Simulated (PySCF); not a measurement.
Correlation energy of Co⁺ (cobalt, charge +1)

[Ar] 3d7 4s1, high-spin 5F determinant (an excited configuration). All numbers are calculated (PySCF 2.14, no relativity, point nucleus, in aug-cc-pVDZ (7s6p4d2f, 59 functions)). Frozen: [Ar]; 8 electrons correlated.

```tsv
level	correlation energy (mhartree)
CCSD	-174.71
(T)	-3.29
CCSD(T)	-178.00
```

Diagnostics: T1 = 0.012, D1 = 0.0253, largest double amplitude 0.030.

Question: Is a single reference adequate?

Answer: Yes: T1 lies below 0.03 and no double amplitude reaches 0.07.
